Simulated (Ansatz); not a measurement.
Ansatz results at the PBE0-D4/def2-TZVP geometry: LUMO energy (PBE/def2-TZVPP) -2.01 eV; zero-point energy (PBE0-D4/def2-TZVP) 92.6 kJ/mol; ideal-gas entropy at 298 K and 1 bar (rigid rotor, harmonic PBE0-D4/def2-TZVP) 320 J/(mol·K).

Each molecule was computed in one conformer, which needn't be the lowest.

Question: Which molecule gave them?
A. `S=C1BN1`
B. `FB[AsH2]`
C. `[AlH2][O]P`
D. `CNCC#CS`

Answer: C. The others give `FB[AsH2]`: -2.23, 80.7, 293; `CNCC#CS`: -1.01, 268.7, 367; `S=C1BN1`: -2.54, 88.8, 278.
